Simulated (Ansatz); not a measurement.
```yaml
crystal:
  periodic: [false, false, false]
  atoms:
    - {symbol: C, position_ang: [-1.556051, 0.573269, 0.387485]}
    - {symbol: Hf, position_ang: [0.438364, -0.185570, -0.078988]}
    - {symbol: O, position_ang: [1.193977, -0.826762, 1.549938]}
    - {symbol: O, position_ang: [1.439637, 1.299750, -0.816728]}
    - {symbol: O, position_ang: [0.214309, -1.564191, -1.395690]}
    - {symbol: H, position_ang: [-1.531919, 1.404900, 1.086209]}
    - {symbol: H, position_ang: [-2.068394, 1.008580, -0.523397]}
    - {symbol: H, position_ang: [-2.182433, -0.223332, 0.687901]}
    - {symbol: H, position_ang: [1.810619, -0.956513, 2.358292]}
    - {symbol: H, position_ang: [2.013708, 1.876684, -1.392689]}
    - {symbol: H, position_ang: [0.321555, -2.416311, -1.838439]}
basis:
  gaussian: {orbitals: def2-TZVPD}
hamiltonian: {xc: {name: PBEsol}, pseudopotentials: {relativity: scalar}}
accuracy: high
smearing: {width: 0.1}
```

```sh
$ ansatz run in.yaml --threads 4 --pin off --events-out ev --progress --plain --max-ram 10444MiB
```

It prints (some lines left out):

```
Error: YAML parse error: error: line 19 column 1: unknown field `smearing`, expected one of crystal, accuracy, basis, kpoints, hamiltonian, magnetization, projection, total_charge, correlation, batch, efield, external_charges, scf, relax, neb, saddle, md, ramp, phonons, dielectric, real_time, elastic, magnetic_configurations, gw, evaluate, workflow, output, checkpoint, execution
17 | hamiltonian: {xc: {name: PBEsol}, pseudopotentials: {relativity: …
18 | accuracy: high
19 | smearing: {width: 0.1}
```

Task: What is wrong with this run?

Result: The input holds a key that doesn't belong there. The input was rejected before any iteration.
